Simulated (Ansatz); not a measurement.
The same path of F4H2OW + H (9 atoms, charge 0, multiplicity 2) was run twice with different band settings. Made: F2–H9.

Level of theory: UKS PBE/def2-SVP (Ansatz).

Relaxed end points:

```xyz
9
Properties=species:S:1:pos:R:3
W 0.036 0.013 -0.145
F 0.356 0.434 1.656
H 1.699 -0.377 0.025
F 0.303 1.871 -0.342
F -1.720 -0.359 0.447
F 0.085 -1.845 -0.391
O 0.083 0.129 -2.022
H 0.265 0.946 -2.528
H -0.710 -0.019 4.503
```

```xyz
9
Properties=species:S:1:pos:R:3
W 0.004 -0.021 -0.121
F 0.439 -0.065 2.250
H 1.664 -0.017 0.259
F 0.026 1.900 -0.165
F -1.564 0.058 0.988
F -0.050 -1.925 -0.047
O 0.156 0.004 -1.975
H 0.222 0.878 -2.418
H -0.500 -0.019 2.433
```

Common settings: movable images 9; climbing image yes; spring 5.0 eV/Å²; optimiser quadratic models (default); start path through a guess of the saddle point; iteration limit 60; end points relaxed.

| run | force threshold |
| --- | --- |
| 1 | 0.03 eV/Å |
| 2 | 0.5 eV/Å |

**Question.** What does each run give, and how far can it be trusted?

**Answer.** Run 1: converged after 17 iterations, highest image 0.266 eV above the first end. A vibrational analysis at the climbing image gives one clearly imaginary mode, 909i cm⁻¹: a first-order saddle point.
Run 2: converged after 5 iterations, highest image 0.291 eV above the first end. The threshold of 0.5 eV/Å is loose, so the images may lie well off the minimum-energy path. The order of the stationary point at the top wasn't checked.
